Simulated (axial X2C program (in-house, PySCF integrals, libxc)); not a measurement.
## Which molecule has these constants?

Calculated with an in-house relativistic program for diatomic molecules, spin-free (one-electron X2C) or two-component (2c: spin–orbit coupling with atomic mean-field Coulomb and Gaunt terms, which also bring small scalar terms), in Dyall basis sets with cores contracted in-house; open shells are unrestricted.

A two-component PBE0 calculation in a Dyall 3-zeta basis gave Re = 3.434 Å, ωe = 108.7 cm⁻¹, De = 1.21 eV, dipole magnitude 9.76 D, Ω = 1.

Question: Which molecule is it?
A. RbSb
B. RbAs
C. RbP
D. RbN

Answer: A. The others have RbN 2.642 Å and 276.8 cm⁻¹ (Ω = 1); RbAs 3.239 Å and 130.1 cm⁻¹ (Ω = 1); RbP 3.145 Å and 180.2 cm⁻¹ (Ω = 1).

Each entry is the lowest single determinant of a limited PBE0 search at one distance. De goes to single-determinant-based atoms at the same level (for ions the charge split of lowest energy) and is withheld (n/a) where an atom does not fit its ground term or J level. Main or longest-lived isotopes. One determinant is a doubtful description, or other states lie close, for RbSb, RbN, RbAs, RbP; these need not be ground states, and all values refer to the states named. Some open-shell Ω = 0 determinants are out of reach, so the Ω given for RbSb, RbN, RbAs, RbP need not be the lowest component. With several unpaired electrons the Ω given is that of one determinant, not necessarily of the lowest component.
